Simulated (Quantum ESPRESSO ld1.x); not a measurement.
Results of a calculation; reference values are marked as such.
He II, configuration 1s0.75 2s0.25 (fractional occupations, a model configuration). Code: ld1.x of Quantum ESPRESSO 7.5. Model: scalar-relativistic Kohn-Sham, RPBE, spin-unpolarised, spherical densities, point nucleus; without spin polarisation the odd electron is poorly described.

Radial electron density D(r) = 4 pi r^2 rho(r):

```
   r/bohr * D(r) (the largest magnitude, 0.821, reaches the edge; | marks zero)
  0.05496 |   *
   0.0605 |    *
  0.06659 |     *
   0.0733 |      *
  0.08134 |       *
  0.08953 |        *
  0.09855 |          *
   0.1085 |            *
   0.1204 |              *
   0.1325 |                *
   0.1459 |                   *
   0.1606 |                      *
   0.1767 |                         *
   0.1961 |                            *
   0.2159 |                                *
   0.2376 |                                   *
   0.2615 |                                       *
   0.2902 |                                           *
   0.3195 |                                              *
   0.3516 |                                                 *
   0.3871 |                                                   *
   0.4261 |                                                     *
   0.4728 |                                                      *
   0.5204 |                                                      *
   0.5728 |                                                     *
   0.6306 |                                                  *
   0.6997 |                                               *
   0.7702 |                                          *
   0.8478 |                                     *
   0.9332 |                                *
    1.027 |                          *
     1.14 |                     *
    1.255 |                *
    1.381 |            *
     1.52 |         *
    1.687 |       *
    1.857 |     *
    2.044 |     *
     2.25 |    *
    2.477 |    *
    2.748 |     *
    3.025 |    *
     3.33 |    *
    3.665 |    *
    4.067 |   *
    4.477 |  *
    4.928 | *
    5.424 | *
    5.971 |*
    6.625 |*
    7.293 *
    8.027 *
    8.836 *
    9.805 *
```

D(r) has 2 maxima, at r = 0.488, 2.81 bohr, and minima at 2.30 bohr, inside which lie 0.79 electrons.
